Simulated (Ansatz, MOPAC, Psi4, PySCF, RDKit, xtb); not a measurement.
Pair of molecules: CH5N (SMILES CN) (first 7 atoms) with CH2F2 (SMILES FCF); geometry from B3LYP-D3(BJ)/def2-TZVP, rigid monomers moved along the line of their centres of mass till N2···H11 is 4.20 Å.
(charge 0, multiplicity 1):
```json
[
 {"atom": "C", "x (Å)": "-0.2824", "y (Å)": "-0.6010", "z (Å)": "-0.1669"},
 {"atom": "N", "x (Å)": "0.2592", "y (Å)": "0.6147", "z (Å)": "0.4471"},
 {"atom": "H", "x (Å)": "-1.0306", "y (Å)": "-1.0330", "z (Å)": "0.4979"},
 {"atom": "H", "x (Å)": "0.5184", "y (Å)": "-1.3339", "z (Å)": "-0.2768"},
 {"atom": "H", "x (Å)": "-0.7424", "y (Å)": "-0.4519", "z (Å)": "-1.1518"},
 {"atom": "H", "x (Å)": "-0.4697", "y (Å)": "1.3086", "z (Å)": "0.5660"},
 {"atom": "H", "x (Å)": "0.9680", "y (Å)": "1.0322", "z (Å)": "-0.1441"},
 {"atom": "F", "x (Å)": "-1.2619", "y (Å)": "-1.3903", "z (Å)": "5.1232"},
 {"atom": "C", "x (Å)": "-0.1485", "y (Å)": "-0.6693", "z (Å)": "5.4666"},
 {"atom": "F", "x (Å)": "-0.5429", "y (Å)": "0.3529", "z (Å)": "6.2836"},
 {"atom": "H", "x (Å)": "0.2823", "y (Å)": "-0.2516", "z (Å)": "4.5557"},
 {"atom": "H", "x (Å)": "0.5183", "y (Å)": "-1.3230", "z (Å)": "6.0317"}
]
```

| level | interaction energy (meV) | cost |
|---|---|---|
| MMFF94 | -37.4 | - |
| UFF | -8.5 | - |
| GFN-FF | -22.9 | - |
| AM1 | -22.6 | - |
| PM3 | -18.3 | - |
| PM6 | -30.3 | - |
| PM7 | -45.3 | - |
| GFN1-xTB | -19.8 | - |
| GFN2-xTB | -41.1 | - |
| HF/STO-3G (no counterpoise) | -17.9 | - |
| HF/3-21G (no counterpoise) | -41.3 | - |
| HF/6-31G* | -34.5 | - |
| HF/6-31G* (no counterpoise) | -36.9 | - |
| HF/aug-cc-pVDZ | -35.3 | - |
| PBE/def2-TZVPPD | -32.1 | ×1 |
| PBE-D3(BJ)/def2-TZVPPD | -37.8 | ×1 |
| PBE-D4/def2-TZVPPD | -36.7 | ×1 |
| BP86/6-31G* (no counterpoise) | -26.0 | - |
| r2SCAN/def2-TZVPPD | -30.0 | ×1 |
| r2SCAN-D3(BJ)/def2-TZVPPD | -34.7 | ×1 |
| r2SCAN-D4/def2-TZVPPD | -34.3 | ×1 |
| B3LYP/6-31G* | -26.1 | - |
| B3LYP/6-31G* (no counterpoise) | -29.4 | - |
| B3LYP/6-311+G** (no counterpoise) | -36.5 | - |
| B3LYP/def2-TZVPPD | -28.8 | ×1 |
| B3LYP-D3(BJ)/def2-TZVPPD | -35.8 | ×1 |
| B3LYP-D4/def2-TZVPPD | -33.9 | ×1 |
| PBE0/def2-TZVPPD | -32.8 | ×1 |
| PBE0-D3(BJ)/def2-TZVPPD | -38.8 | ×1 |
| PBE0-D4/def2-TZVPPD | -37.8 | ×1 |
| M06-2X/6-31G* (no counterpoise) | -34.9 | - |
| wB97X-V/def2-TZVPPD | -38.0 | ×3 |
| wB97M-V/def2-TZVPPD | -37.9 | ×3 |
| MP2/6-31G* | -33.1 | - |
| MP2/6-31G* (no counterpoise) | -36.5 | - |
| MP2/aug-cc-pVDZ | -37.7 | - |
| SCS-MP2/aug-cc-pVDZ | -36.3 | - |
| CCSD/aug-cc-pVDZ | -37.1 | - |
| CCSD(T)/aug-cc-pVDZ | -37.4 | ×20 |
| SAPT0/jun-cc-pV(D+d)Z | -43.5 | - |

The rows run from -45.3 (PM7) to -8.5 meV (UFF). In aug-cc-pVDZ the value moves HF -35.3, MP2 -37.7, CCSD -37.1, CCSD(T) -37.4, a shift of -2.0 from HF to CCSD(T). The dispersion term adds -5.7 in PBE-D3(BJ), -4.6 in PBE-D4, -4.7 in r2SCAN-D3(BJ). The 6 functionals in def2-TZVPPD without D3 or D4 span 9.2, from wB97X-V to B3LYP.

Counterpoise-corrected where a basis set is named; no monomer relaxation. Rows marked so take none. RDKit's UFF carries no charges.

Cores are frozen in the correlated methods. Rows in 3-21G, 6-311+G**, 6-31G*, STO-3G carry no dispersion term and start afresh at each structure (6-31G* with six Cartesian d functions). MP2/6-31G* freezes PySCF's default core. The state that AM1, PM3, PM6, PM7 reach isn't checked; PM7 holds dispersion and hydrogen-bond terms.

Run with Ansatz (Gaussian orbitals); MOPAC for AM1, PM3, PM6, PM7 (differences of heats of formation); Psi4 for SAPT; PySCF for 3-21G rows, 6-311+G** rows, 6-31G* rows, STO-3G rows, the dispersion terms; RDKit for the force fields; xtb for the GFN methods. 

Costs are rough ratios of core time to PBE/def2-TZVPPD (about 12 s over the structures, on one shared machine); a dash marks a level with no comparable run of its own.

Ansatz is a first-principles code.
